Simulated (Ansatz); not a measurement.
Frontier orbitals of C$_{3}$H$_{12}$GaP (`[CH3][Ga-]([CH3])([CH3])[PH3+]`).

| atom | x (Å) | y (Å) | z (Å) |
| --- | --- | --- | --- |
| C1 | 1.4859 | 1.1996 | 0.9374 |
| Ga2 | -0.1856 | 0.2342 | 0.4471 |
| C3 | -1.6564 | 1.2623 | -0.4170 |
| C4 | -0.6458 | -1.4319 | 1.4362 |
| P5 | 0.7341 | -0.9257 | -1.7543 |
| H6 | 1.3197 | 1.7634 | 1.8608 |
| H7 | 1.7901 | 1.9169 | 0.1712 |
| H8 | 2.3195 | 0.5172 | 1.1215 |
| H9 | -1.2847 | 1.9681 | -1.1641 |
| H10 | -2.3925 | 0.6107 | -0.8943 |
| H11 | -2.1853 | 1.8454 | 0.3435 |
| H12 | -1.3937 | -2.0317 | 0.9117 |
| H13 | -1.0684 | -1.1684 | 2.4109 |
| H14 | 0.2301 | -2.0584 | 1.6224 |
| H15 | 2.0684 | -0.7131 | -2.1662 |
| H16 | 0.7406 | -2.3337 | -1.8676 |
| H17 | 0.1238 | -0.6550 | -2.9991 |

Total charge 0; spin multiplicity 1. Correlated methods include outer-core shells of Ga, which these sets cover unevenly. Scalar relativity is left out up to krypton. All single points use the PBE0-D4/def2-TZVP geometry. It is one conformer, not always the lowest. Basis def2-TZVPP, the Gaussian-basis code of Ansatz.

```tsv
functional	HOMO (eV)	LUMO (eV)	gap (eV)
PBE	-5.77	-0.93	4.84
r2SCAN	-6.00	-0.66	5.34
PBE0	-6.97	-0.03	6.94
B3LYP	-6.76	-0.26	6.50
HSE06 (plane-wave form)	-6.57	-0.41	6.16
LC-ωPBE	-9.67	2.22	11.89
ωB97M-V	-9.21	1.81	11.02
```

From PBE to PBE0 the HOMO moves by −1.20 eV and the LUMO by +0.89 eV, and with ωB97M-V by −3.44 and +2.73 eV, so the gap grows from 4.85 to 11.02 eV with exact exchange. A positive LUMO is unbound and depends on the basis.

B3LYP here is the variant with VWN-RPA as its local correlation; programs differ in this. LC-ωPBE has ω = 0.4 bohr⁻¹.
